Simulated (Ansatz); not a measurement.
Computed with Ansatz on PBE0-D4/def2-TZVP structures; ΔE is electronic, products minus reactants. CCSD(T)/CBS is the MP2 limit (def2-TZVPP, def2-QZVPP) plus CCSD(T) − MP2 in def2-TZVPP, frozen cores. This one scheme is used for every species. DFT in def2-TZVPP. HSE06 is defined as in plane-wave codes. Elements past krypton have def2 core potentials. For Sn outer-core shells are correlated without core-valence functions, which leaves a few kJ/mol of doubt a bond. Each species was taken in one conformer, which may not be the lowest.

Consider the hydrogenolysis of the Sn–N bond: `[NH2][SnH]([OH])[SH]` + H₂ → `[OH][SnH2][SH]` + NH₃.

CCSD(T)/CBS gives -3.2 kcal/mol.

(1) Another level gave -5.4 kcal/mol. Which?
A. HF/def2-TZVPP
B. HSE06/def2-TZVPP
C. PBE0-D4/def2-TZVPP
D. r2SCAN-D4/def2-TZVPP

Largest T1 diagnostic among the species: 0.013.

Answers

(1) C. PBE0-D4 -5.4, HSE06 -6.4, HF/def2-TZVPP -8.8, r2SCAN-D4 -3.8 kcal/mol.

From r2SCAN to r2SCAN0 (25 % exact exchange), in def2-TZVPP and without D4, ΔE moves by −1.3 kcal/mol. At CCSD(T), def2-SVP lies −3.6 kcal/mol from the extrapolated value and def2-TZVPP −1.1 kcal/mol. In def2-TZVPP, CCSD(T) changes the Hartree–Fock value by +4.5 kcal/mol (the triples alone add +1.2 kcal/mol) and MP2 by +6.3 kcal/mol.
